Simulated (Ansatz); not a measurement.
The cluster Cu3Br4⁻. Total charge -1; singlet. Geometry PBE-D4/def2-SVPD; atoms count from 1.

```xyz
7

Cu   -1.327   -1.403    0.652
Cu    1.695    0.531    0.167
Cu   -1.749    0.432   -0.952
Br    3.896    1.247    0.390
Br    0.817   -1.437    1.404
Br   -3.429   -1.070   -0.321
Br    0.096    1.700   -1.340
```

Another isomer (singlet) lies 0.65 eV lower at PBE0-D4/def2-SVP; other spin states weren't run for this one.

**Question.** Estimate the Mulliken populations from the PBE0/def2-SVP orbitals of Ansatz.

**Answer.** 
```tsv
atom	charge (e)	d electrons
Cu1	0.19	9.80
Cu2	0.23	9.86
Cu3	0.19	9.80
Br4	-0.59	–
Br5	-0.35	–
Br6	-0.32	–
Br7	-0.35	–
```
Mulliken values depend strongly on the basis.

**Question.** And the Mayer bond orders between heavy atoms (over 0.3)?

**Answer.** Cu1–Br5 0.77 (2.27 Å); Cu1–Br6 0.59 (2.34 Å); Cu2–Br4 0.71 (2.33 Å); Cu2–Br5 0.38 (2.48 Å); Cu2–Br7 0.38 (2.49 Å); Cu3–Br6 0.59 (2.34 Å); Cu3–Br7 0.77 (2.27 Å).
